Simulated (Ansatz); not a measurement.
```yaml
crystal:
  periodic: [false, false, false]
  atoms:
    - {symbol: C, position_ang: [-0.775289, 1.822585, 1.061245]}
    - {symbol: C, position_ang: [-0.792067, 0.837873, 0.570788]}
    - {symbol: O, position_ang: [-0.831595, -0.417100, 0.012759]}
    - {symbol: Si, position_ang: [0.546423, -1.075007, -0.648018]}
    - {symbol: F, position_ang: [0.024494, -2.516832, -1.252050]}
    - {symbol: H, position_ang: [-0.645905, 2.791319, 1.577012]}
    - {symbol: H, position_ang: [1.598378, -1.319610, 0.403418]}
    - {symbol: H, position_ang: [1.028036, -0.262856, -1.787425]}
basis:
  gaussian: {orbitals: def2-TZVPD}
total_charge: 1
magnetization: {spin_polarized: true, initial_magnetization: 1}
hamiltonian: {xc: {name: r2SCAN0}}
```

```sh
$ ansatz run in.yaml --threads 2 --pin off --events-out ev --progress --plain --max-ram 4352MiB
```

Shortened log:

```
Functional definition: r2SCAN0
1178 factors; their error is unknown
mean field evaluation 1: about -14735.1347 eV, gradient 6.3e1 eV
mean field evaluation 2: about -14709.6550 eV, gradient 1.0e2 eV
mean field evaluation 4: about -14749.7346 eV, gradient 1.5e1 eV
mean field evaluation 8: about -14751.0368 eV, gradient 2.5e-1 eV
mean field evaluation 16: about -14751.0602 eV, gradient 6.2e-3 eV
mean field evaluation 32: about -14751.0602 eV, gradient 5.1e-5 eV
mean field -14751.06019622 eV, -542.0914635832 hartree, gradient 1.4e-5 eV, S^2 0.761315; 2 other end points of the search recorded, 0 dependent functions left out
reference -14751.06021126 eV, -542.0914641360 hartree; 23, 22 occupied and 201, 202 virtual orbitals, 1178 factors
Total energy: -14751.06021126 eV, -542.0914641360 hartree
```

It took 69 s on 2 threads of an Intel Xeon on a shared host, with 0.95 GiB of host memory at the peak.
